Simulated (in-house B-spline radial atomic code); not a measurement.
What moves the levels of Tc+ ([Kr] 4d5 5s1)? Computed with a radial B-spline atomic code at the basis-set limit: Dirac-Hartree-Fock, average of configuration, Fermi nucleus of rms radius 4.41117 fm.

Baseline run (computed): total energy -4283.8784 hartree, 1s1/2 at -778.4508 hartree, 5s1/2 at -13.648 eV with <r> = 3.187 bohr.

Scaling the speed of light c (a factor of 100 is close to the non-relativistic limit):

```csv
c/c0,ΔE (hartree),5s1/2 level (eV),5s1/2 <r> (bohr)
0.95,-9.0738,-13.7039,3.176
0.98,-3.4513,-13.6694,3.183
1.02,3.2371,-13.6287,3.191
1.5,45.136,-13.3787,3.242
100,79.524,-13.1803,3.283
```

Changing the nucleus:

```
                                           nucleus   ΔE (eV)
         Gaussian nucleus of rms radius 4.41117 fm  -0.00425
uniform spherical nucleus of rms radius 4.41117 fm   0.00185
            Gaussian nucleus of rms radius 0.01 fm     -1.76
             Fermi nucleus of rms radius 4.3229 fm    -0.066
             Fermi nucleus of rms radius 4.4994 fm    0.0671
```

A larger nucleus binds the electrons less, roughly as the density at the nucleus times the change of the nuclear <r²>. At equal rms radius the shape enters only through higher moments. A radius of 0.01 fm is nearly a point.

The nuclear charge is raised by 0.1. What does the Hellmann-Feynman theorem predict for the energy, and what is found?

dE/dZ ≈ -Σ<1/r>, which is -240.558 at the start and -241.321 at the end; their mean times 0.1 is -24.094 hartree, and the two runs differ by -24.094 hartree.
